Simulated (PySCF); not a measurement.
Can point charges reproduce the dipole moment of `C(C(F)(F)F)(F)(F)C(F)=C`?

Coordinates (PBE0-D3(BJ)/def2-SVP, Å) and charges (e) from the PBE0/pcSseg-1 density (PySCF):

```tsv
atom	x	y	z	Mulliken	IAO	Hirshfeld	ESP-fitted
C1	1.825	-0.699	-0.550	-0.1738	-0.3372	-0.1055	-0.5490
C2	0.933	-0.252	0.321	+0.1454	+0.2499	+0.0556	+0.3325
F3	0.937	-0.592	1.604	-0.2473	-0.2468	-0.0665	-0.1591
C4	-0.197	0.691	-0.004	+0.4375	+0.5119	+0.1484	+0.0919
F5	-0.130	1.778	0.785	-0.2704	-0.2721	-0.0865	-0.1120
F6	-0.111	1.081	-1.285	-0.2711	-0.2736	-0.0675	-0.1160
C7	-1.600	0.073	0.191	+0.8087	+0.7894	+0.2358	+0.4676
F8	-1.808	-0.215	1.467	-0.2450	-0.2607	-0.0792	-0.1418
F9	-2.527	0.929	-0.212	-0.2468	-0.2585	-0.0798	-0.1321
F10	-1.704	-1.041	-0.525	-0.2525	-0.2683	-0.0828	-0.1580
H11	2.619	-1.374	-0.228	+0.1551	+0.1809	+0.0682	+0.2429
H12	1.766	-0.387	-1.591	+0.1602	+0.1851	+0.0598	+0.2331
```

Form Σ q r in debye for every column and set it beside the full dipole.

The full density gives (1.56, -0.88, -1.05) D, 2.08 D in size; dipole vectors point from the negative to the positive end.

```
    scheme    μx     μy     μz  size (D)  share of the full size (%)  angle to the full dipole (°)
  Mulliken  2.20  -1.78  -2.07      3.50                         168                            10
       IAO  2.26  -1.32  -1.76      3.15                         151                             4
 Hirshfeld  0.86  -0.46  -0.64      1.17                          56                             3
ESP-fitted  1.57  -0.89  -1.06      2.09                         100                             0
```

Which set comes closest?

Length of the difference vector: ESP-fitted 0.01 D, Hirshfeld 0.92 D, IAO 1.08 D, Mulliken 1.49 D. Closest: ESP-fitted. ESP charges are fitted to the potential around the molecule, whose slowest-falling term is the dipole's. 

What is left for the Hirshfeld atoms' own dipoles?

The Hirshfeld atoms' densities add up to the full density, so μ = Σ q r + Σ (atomic dipoles). The atomic dipoles sum to (1.56, -0.88, -1.05) − (0.86, -0.46, -0.64) = (0.70, -0.42, -0.41) D, 0.92 D in size.

With the origin at the mean of the coordinates, (0.000, -0.001, -0.002) Å, which are the largest single terms, by size, of the Hirshfeld dipole along the direction of the full one?

C7 -1.51, C1 -0.99, H11 +0.87, F9 +0.84, F8 +0.76 D; all 12 atoms together +1.17 D. The single terms depend on the origin, their sum doesn't.

Give the size of the full dipole in other units.

2.08 D = 0.819 au = 0.434 e·Å = 6.95 × 10⁻³⁰ C·m.

Geometry: PBE0-D3(BJ)/def2-SVP, one conformer, isolated molecule.

The run behind these numbers computed NMR shieldings as well. The run took 23 s on Arm Neoverse V1, one thread (shared host).

The values belong to the conformer `[CH2:1]=[C:2]([F:3])[C:4]([F:5])([F:6])[C:7]([F:8])([F:9])[F:10]`: C1–C2–C4–F5 -124°, C2–C4–C7–F8 65°.
